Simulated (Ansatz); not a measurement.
Consider the ligand exchange at the Si–C bond: `[SiH3]C[O][ZnH]` + `N[SiH2]S` → `N[SiH2]S[SiH3]` + `C[O][ZnH]`.

Gas-phase electronic energies from Ansatz, PBE0-D4/def2-TZVP geometries. CBS: MP2 limit from def2 TZ/QZ plus the TZ coupled-cluster correction, frozen cores. For Zn outer-core shells are correlated without core-valence functions, which leaves a few kJ/mol of doubt a bond. Scalar relativity is left out up to krypton. One conformer a species, not always the lowest.

`[SiH3]C[O][ZnH]`:

Cartesian coordinates in Å:
```
Si 0.598 1.143 -0.006
C -0.276 -0.115 1.095
O -1.119 -0.915 0.305
Zn -0.726 -1.690 -1.255
H -0.380 2.092 -0.601
H 1.696 1.910 0.647
H 1.173 0.335 -1.132
H 0.465 -0.713 1.647
H -0.879 0.396 1.858
H -0.553 -2.442 -2.558
```

`N[SiH2]S`:

```xyz
8

N     0.535    0.669    1.146
Si    0.289   -0.202   -0.300
S    -1.744   -0.040   -0.982
H     0.942    1.588    1.123
H    -0.043    0.532    1.958
H     0.543   -1.656   -0.132
H     1.242    0.375   -1.280
H    -1.763   -1.265   -1.533
```

`N[SiH2]S[SiH3]`:

Z-matrix (Å, degrees):
```
Si
S 1 2.154
N 1 1.707 2 113.7
H 1 1.486 2 106.2 3 -121.3
H 1 1.482 2 109.3 3 119.0
Si 2 2.132 1 97.2 3 145.8
H 3 1.007 1 120.7 2 -60.2
H 3 1.007 1 119.6 2 85.1
H 6 1.483 2 106.5 1 172.1
H 6 1.485 2 111.2 1 -68.4
H 6 1.486 2 111.3 1 52.8
```

`C[O][ZnH]`:

```xyz
7

C     0.068   -1.035    0.157
O     0.322    0.268    0.589
Zn   -0.063    1.819   -0.170
H     0.467   -1.741    0.895
H     0.547   -1.266   -0.805
H    -1.005   -1.246    0.052
H    -0.337    3.202   -0.719
```

| species | MP2/CBS(def2) energy (Eh) |
| --- | --- |
| `[SiH3]C[O][ZnH]` | -2184.24698 |
| `N[SiH2]S` | -744.55536 |
| `N[SiH2]S[SiH3]` | -1034.83797 |
| `C[O][ZnH]` | -1893.99661 |

Question: Work out ΔE.

Answer: ΔE = (-1034.83797) + (-1893.99661) − (-2184.24698) − (-744.55536) = -0.03224 Eh = -84.6 kJ/mol. CCSD(T)/CBS gives -77.3 kJ/mol.

Largest T1 diagnostic among the species: 0.017.

From PBE to PBE0 (25 % exact exchange), in def2-TZVPP and without D4, ΔE moves by −4.2 kJ/mol.
